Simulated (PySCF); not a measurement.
Al(Br)2(OMe) (CH3AlBr2O), SMILES [Br][Al]([O]C)[Br].

Coordinates come from a PBE0-D3(BJ)/def2-SVP optimisation. Other conformers were not sampled.

The numbers are results of PySCF with PBE/def2-TZVP, not measurements.

Symmetry labels are those of the subgroup Cs that the program uses (full group Cs).

Question: List the valence orbital energies around the gap with their symmetry. (The exact figures need the calculation; the answer reports its results.)

Answer: 
```tsv
orbital	symmetry	energy (eV)
HOMO−7	A'	-10.08
HOMO−6	A'	-8.95
HOMO−5	A"	-8.02
HOMO−4	A'	-7.80
HOMO−3	A"	-7.57
HOMO−2	A'	-7.42
HOMO−1	A'	-7.07
HOMO	A"	-7.05
LUMO	A'	-1.95
LUMO+1	A"	-1.46
LUMO+2	A'	0.42
LUMO+3	A'	0.75
```
